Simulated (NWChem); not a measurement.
GaHF2; SMILES [F][GaH][F]

```xyz
4

Ga     0.0000     0.0000    -0.3178
H      0.0000     0.0000    -1.8679
F     -1.4544     0.0000     0.6510
F      1.4544     0.0000     0.6510
```
Atoms are numbered in this order, from 1.

Computed with NWChem. All runs use the structure optimised with B3LYP/6-31G* (spherical d). Ions are spin-unrestricted doublets at the neutral geometry; other ion states weren't tried.

```json
[
 {"level": "B3LYP/aug-cc-pVDZ", "vertical ionisation energy, ΔSCF (eV)": "…", "−ε(HOMO) (eV)": "…", "ΔSCF minus −ε(HOMO) (eV)": "…"},
 {"level": "PBE/aug-cc-pVDZ", "vertical ionisation energy, ΔSCF (eV)": "12.47", "−ε(HOMO) (eV)": "8.78", "ΔSCF minus −ε(HOMO) (eV)": "3.69"},
 {"level": "r2SCAN/aug-cc-pVDZ", "vertical ionisation energy, ΔSCF (eV)": "12.71", "−ε(HOMO) (eV)": "9.18", "ΔSCF minus −ε(HOMO) (eV)": "3.53"},
 {"level": "LRC-wPBEh/aug-cc-pVDZ", "vertical ionisation energy, ΔSCF (eV)": "13.16", "−ε(HOMO) (eV)": "12.32", "ΔSCF minus −ε(HOMO) (eV)": "0.84"}
]
```

Task: What belongs in the gaps?

Result: 
- B3LYP/aug-cc-pVDZ, vertical ionisation energy, ΔSCF (eV): 13.01
- B3LYP/aug-cc-pVDZ, −ε(HOMO) (eV): 10.23
- B3LYP/aug-cc-pVDZ, ΔSCF minus −ε(HOMO) (eV): 2.78
